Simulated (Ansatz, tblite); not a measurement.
Cost and result up the ladder for Be₂S₂⁻ (the lowest doublet isomer of a short search) (4 atoms). The state is a doublet with charge -1. Geometry: PBE0-D4/def2-TZVPD.

Cartesian coordinates in Å:
```
Be 0.443 -0.342 0.861
Be -0.443 0.342 -0.861
S -0.521 1.349 0.805
S 0.521 -1.349 -0.805
```

Ansatz on 4 threads of Arm Neoverse V2 on a shared host; xTB runs through tblite on one thread. Times are rough, summed over both states, and most runs start from the orbitals of an earlier one. CCSD(T)/def2-TZVPPD serves as the yardstick here, not as an exact answer. The other state is a singlet.

The xTB rows come from tblite. Correlated methods freeze 10 core orbitals. The structure comes from a short search, and lower isomers may exist.

Correlated methods converge slowly with the basis.

Raw xTB energies of ions are shifted by several eV, and xTB has no spin-polarisation term.

```json
{"level": "GFN1-xTB", "functions": "26", "wall time": "0.004 s", "vertical IE (eV)": "4.93", "difference from CCSD(T)/def2-TZVPPD (eV)": "3.49", "remarks": "–"}
{"level": "GFN2-xTB", "functions": "26", "wall time": "0.006 s", "vertical IE (eV)": "5.21", "difference from CCSD(T)/def2-TZVPPD (eV)": "3.76", "remarks": "–"}
{"level": "PBE-D4/def2-TZVPD", "functions": "136", "wall time": "1.8 s", "vertical IE (eV)": "1.66", "difference from CCSD(T)/def2-TZVPPD (eV)": "0.22", "remarks": "HOMO above zero (-1 doublet)"}
{"level": "PBE0-D4/def2-TZVPD (with forces)", "functions": "136", "wall time": "2.5 s", "vertical IE (eV)": "1.58", "difference from CCSD(T)/def2-TZVPPD (eV)": "0.13", "remarks": "–"}
{"level": "r2SCAN-D4/def2-TZVPD", "functions": "136", "wall time": "4.2 s", "vertical IE (eV)": "1.67", "difference from CCSD(T)/def2-TZVPPD (eV)": "0.23", "remarks": "HOMO above zero (-1 doublet)"}
{"level": "CCSD(T)/def2-TZVPPD", "functions": "146", "wall time": "12 s", "vertical IE (eV)": "1.44", "difference from CCSD(T)/def2-TZVPPD (eV)": "0.00", "remarks": "–"}
```
